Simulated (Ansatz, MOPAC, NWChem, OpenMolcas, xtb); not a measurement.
How methods differ on GaCl (SMILES [Cl][Ga])

GaCl, singlet, SMILES `[Cl][Ga]`. Each level relaxes the structure for itself.

Quantity: the harmonic wavenumber, in cm⁻¹. The values are calculated.

```csv
level,kind,program,value (cm⁻¹)
PM6-D3,semi-empirical,MOPAC,426
PM6-DH+,semi-empirical,MOPAC,426
PM7-HH,semi-empirical,MOPAC,361
GFN2-xTB,semi-empirical,xtb,317
HF/STO-3G,Hartree–Fock,Ansatz,466
HF/3-21G,Hartree–Fock,Ansatz,354
HF/6-31G* (Cartesian functions),Hartree–Fock,Ansatz,350
HF/cc-pVTZ,Hartree–Fock,OpenMolcas,361
PBEsol/6-311+G**/LANL2DZ (core potential),GGA,NWChem,326
PBE/def2-SVP,GGA,Ansatz,365
```

All-electron rows without a relativistic Hamiltonian named are non-relativistic, while core potentials hold scalar relativity, so basis and relativity change together. Harmonic and unscaled. The values span 317 to 466 cm⁻¹. Without the sets that lack polarisation functions the rows with a basis span only 326 to 365 cm⁻¹.
